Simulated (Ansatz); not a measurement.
Program: Ansatz. Geometries: PBE0-D4/def2-TZVP. ΔE: electronic, gas phase. CBS: MP2 limit from def2 TZ/QZ plus the TZ coupled-cluster correction, frozen cores. This one scheme is used for every species. Functionals use def2-TZVPP. Elements past krypton have def2 core potentials. For In outer-core shells are correlated without core-valence functions, which leaves a few kJ/mol of doubt a bond. One conformer a species, not always the lowest.

`[OH][InH][Cl]` + H₂ → `[OH][InH2]` + HCl  (hydrogenolysis of the In–Cl bond)

(1) Is it downhill or uphill in electronic energy at CCSD(T)/CBS, and by how much? (An estimate is asked.)

(2) What do these levels give: BLYP-D4, CAM-B3LYP, CCSD(T)/def2-SVP, HF/def2-TZVPP, SCS-MP2/def2-TZVPP, MP2/def2-QZVPP? (An estimate is asked.)

Largest T1 diagnostic among the species: 0.017.

Answers

(1) Ansatz gave: Uphill: ΔE = +108.7 kJ/mol.

(2) Ansatz gave: BLYP-D4 106.4, CAM-B3LYP 98.3, CCSD(T)/def2-SVP 99.7, HF/def2-TZVPP 105.3, SCS-MP2/def2-TZVPP 106.5, MP2/def2-QZVPP 114.7 kJ/mol.

Leaving LDA and LC-ωPBE aside and taking each functional with its dispersion term where it has one, the values, not all of them listed here, spread over 10.4 kJ/mol, from B97M-V to r2SCAN-D4. LDA lies −8.0 kJ/mol from PBE without D4. At CCSD(T), def2-SVP lies −9.0 kJ/mol from the extrapolated value and def2-TZVPP −7.2 kJ/mol.
